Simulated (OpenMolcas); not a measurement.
**Mo3+: Racah parameters, worked from levels**

```yaml
Program: OpenMolcas
Basis: ANO-RCC-VTZP [7s6p4d2f1g]
Scalar_Hamiltonian: DKH2, point nucleus
Active_space: 3 electrons in 5 orbitals (4d)
State_averaging: 2S+1 = 4 even, 10 roots; 2S+1 = 2 even, 40 roots
Spin-orbit_coupling: RASSI with atomic mean-field integrals over the reference wave functions, term energies averaged over their components
```

Methods: CASSCF; MS-CASPT2, IPEA 0.25 Eh, imaginary shift 0.1 Eh (closed shells correlated: 4s 4p). Measured levels: Sugar and Musgrove, J. Phys. Chem. Ref. Data 17, 155 (1988).

**Racah parameters.** Above 4F, d3 has 4P at 15B, 2G at 4B + 3C and 2H at 9B + 3C. The first two fix B and C, and the third tests them; where it misses by thousands of cm-1, two parameters do not describe the configuration (Trees and configuration-interaction terms are left out) and B and C hang on the terms chosen. Term energies are centres of gravity, weighted by 2J + 1.

| Source | 4P | 2G | B | C | C/B | 2H from B, C | 2H found |
| --- | --- | --- | --- | --- | --- | --- | --- |
| CASSCF | 12164 | 13093 | 811 | 3283 | 4.05 | 17148 | 17557 |
| MS-CASPT2 | 9674 | 10702 | 645 | 2707 | 4.20 | 13926 | 15192 |
| measured | 9280 | 10294 | 619 | 2606 | 4.21 | 13389 | 14500 |

Energies in cm-1. From CASSCF to MS-CASPT2, B changes by -20.5 % and C by -17.5 %. Against the measured terms, MS-CASPT2 has B off by +4.2 % and C by +3.9 %.

Term energies are means over components that CASPT2 splits; among the terms shown or strongly mixed into the levels shown the widest spread is 830 cm-1 (4d3 4F, MS-CASPT2). Without dynamic correlation excited terms often stand tens of per cent too high (terms of higher spin than the ground term too low), and those without a measured partner can miss by more than the paired ones (holds for CASSCF). Measured partners are found by configuration, term and J. A level has none where our copy of the source lacks it or the pairing is in doubt (some pairs that miss far off the trend of their configuration count as doubtful), and it then counts in no deviation. Levels of configurations outside the active space are missing.
